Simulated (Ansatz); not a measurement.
Consider the substitution at a C–Si bond: `C[Si@@H]1[SiH2][Si@@H]1Cl` + `C=CNC` → `C=CN(C)C` + `Cl[SiH]1[SiH2][SiH2]1`.

Calculated with Ansatz (gas phase, PBE0-D4/def2-TZVP geometries, no zero-point term in ΔE). CCSD(T)/CBS is the MP2 limit (def2-TZVPP, def2-QZVPP) plus CCSD(T) − MP2 in def2-TZVPP, frozen cores. DFT in def2-TZVPP. B3LYP here is the variant with VWN-RPA as its local correlation; programs differ in this. Each species was taken in one conformer, which may not be the lowest.

| level | ΔE (kcal/mol) |
| --- | --- |
| B3LYP-D4 | 13.1 |
| ωB97X-V | 12.8 |
| r2SCAN | 13.7 |
| B3LYP | 13.5 |
| HF/def2-TZVPP | 13.4 |
| MP2/def2-TZVPP | 12.9 |
| CCSD(T)/def2-TZVPP | 12.5 |
| HF/CBS(def2) | 13.3 |

Problem. What does CCSD(T)/CBS give? (An estimate is asked.)

Solution. Ansatz gave: +13.1 kcal/mol. The listed levels differ from it by 0.0, -0.3, 0.6, 0.4, 0.3, -0.2, -0.6, 0.2 kcal/mol.

Largest T1 diagnostic among the species: 0.014.
